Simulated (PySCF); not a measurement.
## Nuclear quadrupole coupling in `C#CC1=C(F)C(=O)OC1`

C6H3FO2.
SMILES with atom numbers: `[CH:1]#[C:2][C:3]1=[C:4]([F:5])[C:6](=[O:7])[O:8][CH2:9]1` (hydrogens: H10 on C1; H11, H12 on C9)

Structure used (GFN2-xTB), in Å, numbered top down from 1:
```
atom  x, y, z in Å
C1     2.9027    0.0137   -0.0606
C2     1.7011    0.0240   -0.0400
C3     0.3017    0.0520   -0.0254
C4    -0.5411    1.0406   -0.3726
F5    -0.2356    2.2504   -0.8236
C6    -1.9450    0.5954   -0.1833
O7    -2.9643    1.1856   -0.3775
O8    -1.8826   -0.6788    0.2787
C9    -0.5443   -1.1094    0.4137
H10    3.9517    0.0060   -0.0796
H11   -0.3583   -1.3862    1.4579
H12   -0.3847   -1.9939   -0.2136
```

Field gradients from the PBE0/pcSseg-1 density (PySCF, non-relativistic), principal values in atomic units, ordered |Vxx| ≤ |Vyy| ≤ |Vzz|:

```tsv
atom	Vxx	Vyy	Vzz
O7	0.6530	0.9173	-1.5703
O8	-0.3491	-1.3506	1.6998
```

Problem. Find the asymmetry η = (Vxx − Vyy)/Vzz and the couplings χ = eQV/h (234.96 MHz × Q in barn × V in au), with Q(17O) = −0.0256 b.

Solution. 
```csv
atom,environment,nucleus,η,χzz (MHz),χxx (MHz),χyy (MHz)
O7,ester carbonyl oxygen,17O,0.17,9.45,-3.93,-5.52
O8,ester single-bonded oxygen,17O,0.59,-10.22,2.10,8.12
```

Problem. What is Vzz at O7 in SI units (1 au = 9.71736 × 10²¹ V/m²)?

Solution. -1.5703 au = -15.259 × 10²¹ V/m².

Problem. And the gradient at the other heavy atoms, for which no coupling is worked out here?

Solution. 
```tsv
atom	environment	Vzz (au)	η
C1	terminal alkyne carbon	-0.320	0.12
C2	alkyne carbon	-0.245	0.02
C3	fully substituted alkene carbon	0.182	0.85
C4	vinylic C–F carbon	-0.378	0.84
F5	vinyl fluorine	3.065	0.16
C6	ester carbonyl carbon	-0.360	0.72
C9	sp3 carbon bound to oxygen	0.400	0.35
```

Problem. What couplings would deuterons (Q(2H) = 0.00286 b) have in place of the hydrogens, at this geometry?

Solution. 
```json
{"atom": "H10", "bonded to": "C1", "bond length (Å)": "1.049", "Vzz (au)": "0.3928", "η": "0.00", "χzz (kHz)": "264"}
{"atom": "H11", "bonded to": "C9", "bond length (Å)": "1.096", "Vzz (au)": "0.2852", "η": "0.06", "χzz (kHz)": "192"}
{"atom": "H12", "bonded to": "C9", "bond length (Å)": "1.096", "Vzz (au)": "0.2854", "η": "0.06", "χzz (kHz)": "192"}
```

Isolated species at its GFN2-xTB geometry, gas phase. GFN2-xTB bond lengths can be off by several hundredths of an ångström, more for odd bonds, and the gradients follow them. With a basis this small, the couplings can be 20 % off.
